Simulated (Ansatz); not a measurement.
```yaml
crystal:
  periodic: [false, false, false]
  atoms:
    - {symbol: C, position_ang: [0.186615, 1.665506, 0.255719]}
    - {symbol: C, position_ang: [-0.426475, 0.614484, -0.211452]}
    - {symbol: Si, position_ang: [0.295737, -1.078952, 0.026520]}
    - {symbol: F, position_ang: [-0.731294, -1.986624, 0.855698]}
    - {symbol: H, position_ang: [0.075556, 2.741359, 0.285229]}
    - {symbol: H, position_ang: [-1.363420, 0.724838, -0.771316]}
    - {symbol: H, position_ang: [0.492963, -1.751193, -1.281333]}
    - {symbol: H, position_ang: [1.562417, -0.986517, 0.785134]}
basis:
  gaussian: {orbitals: 6-31G}
magnetization: {spin_polarized: true, initial_magnetization: 1}
hamiltonian: {xc: {name: B97M-V}}
output: {forces: true}
```

```sh
$ ansatz run in.yaml --threads 4 --pin off --events-out ev --progress --plain --max-ram 10444MiB
```

Shortened log:

```
Functional definition: B97M-V
597 factors; integrals over basis functions are off by at most 2.5e-4 eV
mean field evaluation 1: about -12722.2583 eV, gradient 3.1e1 eV
mean field evaluation 2: about -12718.7161 eV, gradient 4.3e1 eV
mean field evaluation 4: about -12726.4031 eV, gradient 1.7e0 eV
mean field evaluation 8: about -12726.4159 eV, gradient 9.1e-2 eV
mean field evaluation 16: about -12726.4163 eV, gradient 8.2e-5 eV
mean field -12726.41625654 eV, -467.6871711529 hartree, gradient 8.2e-5 eV, S^2 0.763510; 0 other end points of the search recorded, 0 dependent functions left out
reference -12726.41630355 eV, -467.6871728807 hartree; 20, 19 occupied and 28, 29 virtual orbitals, 597 factors
Total energy: -12726.41630355 eV, -467.6871728807 hartree
Atom 0 at     0.186615     1.665506     0.255719 Å, force     0.422359     0.766317     0.347156 eV/Å
Atom 1 at    -0.426475     0.614484    -0.211452 Å, force    -0.489702     0.022763    -0.387663 eV/Å
Atom 2 at     0.295737    -1.078952     0.026520 Å, force     1.909740     1.434852    -1.541529 eV/Å
Atom 3 at    -0.731294    -1.986624     0.855698 Å, force    -2.198465    -1.970424     1.779336 eV/Å
Atom 4 at     0.075556     2.741359     0.285229 Å, force    -0.006325    -0.065703    -0.009739 eV/Å
Atom 5 at    -1.363420     0.724838    -0.771316 Å, force    -0.000587    -0.149291     0.004096 eV/Å
Atom 6 at     0.492963    -1.751193    -1.281333 Å, force     0.085434    -0.122817    -0.299994 eV/Å
Atom 7 at     1.562417    -0.986517     0.785134 Å, force     0.277546     0.084303     0.108337 eV/Å
Dipole moment:     0.089895     0.432574    -0.260202 e Å
```

Hardware: 4 threads of an INTEL XEON PLATINUM 8581C on a shared host. Wall time 1.7 s, peak host memory 0.36 GiB.
